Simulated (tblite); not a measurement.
Compound: C₅H₁₁OS (doublet state).
Cartesian coordinates in Å at the GFN2-xTB level; atoms count from 1:
```xyz
18
C5H11OS angstrom
C     -0.793   -0.094    1.319
C     -0.091   -0.153   -0.036
C     -0.311   -1.524   -0.682
C      1.427    0.069    0.144
O      1.767    1.164    0.940
C     -0.674    0.904   -0.989
S     -0.537    2.611   -0.438
H     -0.398   -0.864    1.977
H     -0.630    0.872    1.792
H     -1.863   -0.250    1.201
H     -1.370   -1.699   -0.856
H      0.062   -2.309   -0.029
H      0.212   -1.592   -1.634
H      1.899    0.145   -0.849
H      1.850   -0.801    0.654
H      1.361    1.963    0.566
H     -1.741    0.717   -1.129
H     -0.181    0.847   -1.962
```

Computed geometry: GFN2-xTB, gas phase. This method treats the open shell by occupation alone, without spin polarisation.

Take the most abundant isotopes and a rigid rotor. The values belong to one conformer with, in the numbering `[CH3:1][C:2]([CH3:3])([CH2:4][OH:5])[CH2:6][S:7]`, C1–C2–C4–O5 -48°, C2–C4–O5–H -57°, C1–C2–C6–S7 60°.

Task: What are A, B and C (MHz)?

Result: Ia = 189.19, Ib = 289.76, Ic = 364.47 u·Å²; 505379 MHz·u·Å²/I gives A = 2671, B = 1744, C = 1387 MHz.

Task: What kind of rotor is it?

Result: An asymmetric top: κ = (2 × 1744 − 2671 − 1387)/(2671 − 1387) = -0.44.

Task: What does the inertial defect say?

Result: Not planar: Δ = Ic − Ia − Ib = -114.48 u·Å². For a rigid frame Δ = −2 Σ m c², so Σ m c² = 57.24 u·Å² lies off the ab plane: 19.13 from hydrogen and 38.11 from heavier atoms. The atom farthest from that plane is 1.96 Å away.

Task: Estimate the classical rotational partition function at 25 K, 50 K and 500 K.

Result: Point group C1, symmetry number σ = 1; q = (√π/σ)·√((kT/h)³/(ABC)), k/h = 20836.6 MHz/K: 8290 at 25 K, 23400 at 50 K, 742000 at 500 K.

For this open shell read J as N, the rotation without spin; fine and hyperfine splittings come on top. Its GFN2-xTB frequencies are all real (lowest 73 cm⁻¹). Zero-point vibration and centrifugal distortion are left out.

On one thread of an Arm Neoverse V2, shared host with 192 logical CPUs at a one-minute load of 28, this took 0.8 s wall. This is the geometry optimisation.
